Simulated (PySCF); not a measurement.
## Electron correlation in C²⁺ (carbon, charge +2)

[He] 2s2, closed-shell 1S. All numbers are calculated (PySCF 2.14, scalar relativity by spin-free X2C-1e, in x2c-TZVPall (5s3p2d1f, 31 functions)). Frozen: 1s2; 2 electrons correlated.

Total MP2 correlation energy: -42.50 mhartree.

Same-spin part 0.00 and opposite-spin part -42.50 mhartree; SCS-MP2 scales them by 1/3 and 6/5 to -51.00 mhartree.

With two correlated electrons CCSD is exact within the correlated space (frozen core and kept virtual orbitals).

```
level  correlation energy (mhartree)
 CCSD                         -72.62
```

Diagnostics: T1 = 0.0085, D1 = 0.0120, largest double amplitude 0.156.

A double-excitation amplitude exceeds 0.15, a sign of near-degeneracy.

Cost of the coupled-cluster step: 0.1 s of wall time on 1 thread of Neoverse-V1 (shared host), for 2 correlated electrons.

Iterations:

```
CC2 = 0
CCSD nocc = 1, nmo = 30
frozen orbitals [0]
max_cycle = 100
direct = 0
conv_tol = 1e-08
conv_tol_normt = 1e-06
diis_space = 8
diis_start_cycle = 0
Init t2, MP2 energy = -36.4650647351285  E_corr(MP2) -0.0424986410457289
Init E_corr(CCSD) = -0.0424986410457855
cycle = 1  E_corr(CCSD) = -0.0573637629136957  dE = -0.0148651219  norm(t1,t2) = 0.0651561
cycle = 2  E_corr(CCSD) = -0.0646806423233189  dE = -0.00731687941  norm(t1,t2) = 0.0344319
cycle = 3  E_corr(CCSD) = -0.0727499363098009  dE = -0.00806929399  norm(t1,t2) = 0.0182394
cycle = 4  E_corr(CCSD) = -0.0725831077318966  dE = 0.000166828578  norm(t1,t2) = 0.00030181
cycle = 5  E_corr(CCSD) = -0.0726458239083969  dE = -6.27161765e-05  norm(t1,t2) = 0.00010193
cycle = 6  E_corr(CCSD) = -0.0726268643305574  dE = 1.89595778e-05  norm(t1,t2) = 4.67277e-05
cycle = 7  E_corr(CCSD) = -0.0726247322435993  dE = 2.13208696e-06  norm(t1,t2) = 4.46969e-06
cycle = 8  E_corr(CCSD) = -0.0726248759302571  dE = -1.43686658e-07  norm(t1,t2) = 3.14245e-07
cycle = 9  E_corr(CCSD) = -0.0726248697083372  dE = 6.22191995e-09  norm(t1,t2) = 2.61266e-08
CCSD converged
E(CCSD) = -36.49519096379113  E_corr = -0.07262486970833718
```
